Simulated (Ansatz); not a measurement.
GeEt3(SiMe3) (C₉H₂₄GeSi), relaxed as a singlet with RKS PBE-D4/def2-SVP in Ansatz, starting from the GFN2-xTB geometry. Force threshold 0.03 eV/Å.

Start:

Cartesian coordinates in Å:
```
Ge -0.133 -0.543 0.546
C -1.537 0.021 1.872
C -2.902 0.241 1.236
H -1.215 0.942 2.360
H -1.615 -0.739 2.650
H -3.634 0.559 1.978
H -2.845 1.006 0.464
H -3.261 -0.677 0.778
C -0.765 -2.279 -0.250
C 0.259 -2.915 -1.178
H -1.689 -2.102 -0.801
H -1.006 -2.973 0.557
H -0.123 -3.839 -1.610
H 0.511 -2.237 -1.992
H 1.173 -3.145 -0.635
C 1.521 -0.972 1.607
C 2.039 0.213 2.408
H 2.300 -1.312 0.924
H 1.307 -1.804 2.281
H 2.947 -0.048 2.952
H 2.264 1.050 1.750
H 1.294 0.541 3.130
Si 0.273 1.129 -1.128
C -0.925 0.892 -2.598
C 0.014 2.876 -0.398
C 2.069 0.996 -1.770
H -0.762 1.636 -3.371
H -1.959 0.971 -2.275
H -0.799 -0.087 -3.051
H -0.997 2.998 -0.022
H 0.694 3.058 0.429
H 0.185 3.649 -1.141
H 2.783 1.139 -0.965
H 2.257 0.018 -2.203
H 2.277 1.741 -2.532
```

```
step  energy (eV)  largest force component (eV/Å)  SCF passes
   1  -74079.7154                           0.794          20
   2  -74079.9489                           0.306          19
   3  -74079.9722                           0.121          19
   4  -74079.9751                           0.030          20
   5  -74079.9760                           0.017          19
   6  -74079.9772                           0.021          18
   7  -74079.9780                           0.039          18
   8  -74079.9784                           0.028          20
```

Force components are those of the run's own axes.

End:

```
atom   x (Å)   y (Å)   z (Å)
 Ge1  -0.145  -0.599   0.598
  C2  -1.593  -0.020   1.837
  C3  -2.920   0.295   1.138
  H4  -1.225   0.868   2.394
  H5  -1.727  -0.826   2.592
  H6  -3.706   0.610   1.857
  H7  -2.809   1.115   0.397
  H8  -3.317  -0.584   0.587
  C9  -0.695  -2.317  -0.247
 C10   0.320  -2.871  -1.252
 H11  -1.679  -2.151  -0.737
 H12  -0.877  -3.047   0.572
 H13  -0.015  -3.831  -1.699
 H14   0.493  -2.165  -2.093
 H15   1.309  -3.058  -0.782
 C16   1.501  -0.931   1.672
 C17   2.055   0.319   2.363
 H18   2.262  -1.372   0.993
 H19   1.257  -1.719   2.418
 H20   2.967   0.099   2.957
 H21   2.326   1.109   1.629
 H22   1.315   0.770   3.060
Si23   0.260   1.079  -1.075
 C24  -0.996   0.897  -2.493
 C25   0.086   2.812  -0.311
 C26   2.018   0.883  -1.775
 H27  -0.814   1.657  -3.282
 H28  -2.036   1.026  -2.130
 H29  -0.927  -0.104  -2.966
 H30  -0.929   2.966   0.110
 H31   0.816   2.966   0.510
 H32   0.260   3.600  -1.073
 H33   2.783   0.981  -0.977
 H34   2.155  -0.111  -2.250
 H35   2.227   1.658  -2.543
```

By distances, no bond broke or formed. The bond that changes most is C24–H27, from 1.09 to 1.11 Å (atoms count from 1).

The force fell under the threshold at step 5, but the optimiser went on and released 0.002 eV more. No frequencies were taken in this run, so the end may be a saddle point.

It took 57 s on 4 threads of Arm Neoverse V1 on a shared host, peak host memory 0.66 GiB.
